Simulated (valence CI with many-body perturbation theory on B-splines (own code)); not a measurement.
# Zr: electric-dipole lines

Computed by valence CI with perturbative core correlation (CI+MBPT): four valence electrons over a frozen Dirac-Fock core [Kr], a basis of 7 s, 7 p, 8 d, 6 f, 4 g, 1 h functions for each j, with the one-electron correlation potential Σ1, the two-electron term Σ2, the three-electron term Σ3, Breit, model QED; selected CI, second order for the rest, scaled by the run's own slope (own B-spline code, finite nucleus).

Against 57 measured levels this calculation errs by 267 cm⁻¹ on average and by 575 at most. These come from a selection out of the NIST Handbook of Basic Atomic Spectroscopic Data. Levels without a partner in it may be off by more, other configurations by 1,000 to 4,000 cm⁻¹. Among the levels kept, up to 710 cm⁻¹ of a level comes from second order outside the variational space, and about a tenth of that is noise between levels of different J, which matters for small intervals. 5 measured levels below the end of the list, from 13142 cm⁻¹ on, found no clear computed partner, and computed levels of the same name lie up to 8006 cm⁻¹ from them.

Lines 351 to 400 of 579 in falling wavelength, among levels below 4.497 eV, chosen from the strongest by gf and those to the six lowest levels. Wavelengths and rates use the calculated energies, so an error of 300 cm⁻¹ moves a line at 432.5 nm by 1.3 % and its rate by three times that or more. Electric multipoles are in the length gauge, E1 and E2 with the static RPA response of the core. Weak lines are less certain than strong ones. Lines between different terms over intervals too small for the method are left out, as are lines whose strength nearly cancels. Where a level lies close to another of its J and parity, the split of strength between their lines is uncertain. The highest levels of a list are the least certain.

Names give the largest LS component (configuration and term), which can be under half, so a name can repeat, a term be missing and a line seem to break the LS rules; names also repeat where a configuration has a term twice. Letters in brackets count levels of one name in rising energy.

```tsv
λ vac (nm)	λ from measured levels	Upper	Lower	A (s⁻¹)	log gf	Branch %
432.9		4d3 5p 5F°_1	4d3 5s 5F_2	4.18e+07	-0.45	31.6
432.7		4d2 5s 5p 5D°_4 [b]	4d2 5s2 3F_4	1.10e+06	-1.56	36.8
432.6		4d3 5p 3I°_6	4d3 5s 3G_5	4.38e+06	-0.80	7.1
432.5	432.7	4d2 5s 5p 3G°_5 [c]	4d3 5s 5F_5	4.39e+07	0.13	34.7
432.4		4d2 5s 5p 3P°_1 [b]	4d2 5s2 1D_2 [a]	1.09e+07	-1.04	29.1
432.4		4d2 5s 5p 3P°_2 [b]	4d2 5s2 3P_1	7.63e+06	-0.97	29.3
432.0		4d3 5p 5P°_2	4d3 5s 5P_3	5.96e+07	-0.08	43.6
431.8		4d2 5s 5p 3F°_4 [d]	4d3 5s 5F_5	2.61e+06	-1.18	3.9
431.7		4d2 5s 5p 3P°_1 [b]	4d2 5s2 3P_0	1.25e+07	-0.98	33.4
431.0		4d3 5p 5P°_1	4d3 5s 5P_2	8.92e+07	-0.13	64.3
430.3		4d3 5p 5F°_3	4d3 5s 5F_3	6.93e+07	0.13	51.6
430.2		4d3 5p 5F°_2 [a]	4d3 5s 5F_2	3.30e+07	-0.34	32.9
430.1		4d3 5p 5F°_2 [b]	4d3 5s 5F_2	3.08e+07	-0.37	33.4
430.0		4d3 5p 5F°_1	4d3 5s 5F_1	8.24e+07	-0.16	62.4
429.8	424.0	4d3 5p 5F°_4	4d3 5s 5F_4	7.42e+07	0.27	52.9
429.7		4d2 5s 5p 3P°_2 [b]	4d2 5s2 1D_2 [a]	7.89e+06	-0.96	30.3
428.8		4d3 5p 5F°_1	4d2 5s2 3P_1	3.51e+06	-1.54	2.7
428.5		4d3 5p 5P°_1	4d3 5s 5P_1	2.92e+07	-0.62	21.1
428.3		4d2 5s 5p 3F°_2 [b]	4d2 5s2 3F_2	1.63e+06	-1.65	23.8
427.7	422.9	4d3 5p 5F°_5	4d3 5s 5F_5	7.39e+07	0.35	49.1
427.6		4d2 5s 5p 3D°_1 [e]	4d2 5s2 1D_2 [b]	1.43e+07	-0.93	14.3
427.6	425.5	4d2 5s 5p 3G°_4 [c]	4d3 5s 5F_3	5.56e+06	-0.86	4.4
427.5		4d3 5p 5P°_2	4d3 5s 5P_2	7.92e+06	-0.96	5.8
427.4		4d3 5p 5F°_2 [a]	4d3 5s 5F_1	1.17e+07	-0.79	11.7
427.3		4d3 5p 5F°_2 [b]	4d3 5s 5F_1	1.57e+07	-0.67	17.1
426.7		4d2 5s 5p 3P°_1 [c]	4d2 5s2 1D_2 [b]	1.33e+07	-0.96	16.9
426.6		4d3 5p 5P°_3	4d3 5s 5P_3	8.03e+07	0.19	55.1
426.4		4d3 5p 3H°_5 [b]	4d3 5s 3G_5	1.21e+07	-0.44	11.8
426.2		4d3 5p 3D°_3 [b]	4d3 5s 3G_4	1.06e+07	-0.70	4.6
426.2	426.2	4d2 5s 5p 3G°_5 [c]	4d3 5s 5F_4	6.76e+06	-0.69	5.3
426.2		4d3 5p 5F°_3	4d3 5s 5F_2	2.82e+07	-0.27	21.0
425.4		4d3 5p 3H°_4 [b]	4d3 5s 3G_4	9.86e+06	-0.62	5.8
425.1		4d3 5p 5P°_2	4d3 5s 5P_1	5.06e+07	-0.16	37.0
424.5		4d2 5s 5p 3F°_3 [f]	4d3 5s 3F_4 [a]	4.76e+06	-1.05	2.3
424.5	418.9	4d3 5p 5F°_4	4d3 5s 5F_3	1.92e+07	-0.33	13.7
424.5		4d3 5p 3H°_5 [b]	4d3 5s 3G_4	1.40e+07	-0.38	13.8
424.0		4d3 5p 1G°_4 [b]	4d3 5s 3F_4 [a]	4.41e+06	-0.97	2.9
424.0		4d2 5s 5p 3D°_2 [d]	4d2 5s2 1D_2 [b]	2.46e+07	-0.48	24.7
423.9		4d3 5p 1D°_2	4d3 5s 3F_2 [a]	5.71e+06	-1.11	3.1
423.4		4d2 5s 5p 1P°_1	4d2 5s2 1D_2 [b]	3.00e+07	-0.62	24.5
423.3		4d2 5s 5p 3D°_2 [e]	4d2 5s2 1D_2 [b]	5.43e+06	-1.14	5.2
422.3		4d3 5p 5P°_3	4d3 5s 5P_2	4.20e+07	-0.10	28.8
422.2	412.9	4d2 5s 5p 3G°_3 [c]	4d2 5s2 1D_2 [a]	7.42e+05	-1.86	0.6
421.9		4d3 5p 3H°_4 [b]	4d3 5s 3G_3	5.43e+06	-0.88	3.2
421.8		4d3 5p 3D°_2 [b]	4d3 5s 3G_3	4.97e+06	-1.18	2.1
421.8		4d2 5s 5p 3F°_2 [d]	4d3 5s 3F_3 [a]	8.57e+06	-0.94	4.1
421.4	416.8	4d3 5p 5F°_5	4d3 5s 5F_4	8.03e+06	-0.63	5.3
420.0		4d2 5s 5p 3D°_3 [c]	4d2 5s2 1D_2 [b]	6.49e+06	-0.92	6.0
419.5		4d2 5s 5p 3D°_3 [c]	4d3 5s 5F_4	4.39e+06	-1.09	4.0
418.3		4d2 5s 5p 3D°_2 [d]	4d3 5s 5F_3	9.65e+06	-0.90	9.7
```

Question: How does gf follow from A for the line at 421.9 nm?

Answer: gf = 1.4992 × (2J+1)_upper × A / σ², with σ = 23700 cm⁻¹ and 2J+1 = 9: gf = 0.130.
